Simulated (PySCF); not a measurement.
CH3ClOSi, SMILES C(=O)[SiH2]Cl. Coordinates come from a B3LYP-D3(BJ)/def2-SVP optimisation. The values are those of a single conformer.

Computed equilibrium geometry at B3LYP-D3(BJ)/def2-SVP (PySCF confirms it by a frequency run) as a Z-matrix, and its point group (one conformer of several):
point group Cs.
```
Si
H 1 1.4852
H 1 1.4852 2 110.75
C 1 1.9323 2 108.60 3 -119.17
O 4 1.2087 1 118.71 2 60.25
H 4 1.1264 5 121.10 1 180.00
Cl 1 2.0791 2 109.81 3 121.44
```
